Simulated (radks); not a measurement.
Values are calculated unless marked as measured or tabulated.
Problem. Species: neutral strontium. Configuration: [Kr] 5s2. Code: a radial shooting solver on a logarithmic mesh with Libxc functionals. Model: Dirac Kohn-Sham, Slater X-alpha with alpha = 0.667, spin-unpolarised, spherical densities, finite nucleus; Fermi nuclear charge, rms radius 4.224 fm. Some entries of the table are withheld. Estimate them.

orbital,occ.,eigenvalue (eV),<r^2> (bohr^2)
1s1/2,2,-15903.67,(1)
2s1/2,2,-2151.939,0.03511
2p1/2,2,(2),(3)
2p3/2,4,(4),(5)
3s1/2,2,-330.8270,0.2793
3p1/2,2,-261.0457,0.2832
3p3/2,4,-250.5617,0.2953
3d3/2,4,(6),(7)
3d5/2,6,(8),(9)
4s1/2,2,-39.5920,2.101
4p1/2,2,(10),2.782
4p3/2,4,(11),2.912
5s1/2,2,-2.8436,22.32

Solution. 
(1) 1s1/2 <r^2> (bohr^2): 0.002071
(2) 2p1/2 eigenvalue (eV): -1959.809
(3) 2p1/2 <r^2> (bohr^2): 0.02673
(4) 2p3/2 eigenvalue (eV): -1891.537
(5) 2p3/2 <r^2> (bohr^2): 0.02814
(6) 3d3/2 eigenvalue (eV): -127.5735
(7) 3d3/2 <r^2> (bohr^2): 0.3012
(8) 3d5/2 eigenvalue (eV): -125.7434
(9) 3d5/2 <r^2> (bohr^2): 0.3056
(10) 4p1/2 eigenvalue (eV): -22.3960
(11) 4p3/2 eigenvalue (eV): -21.2232
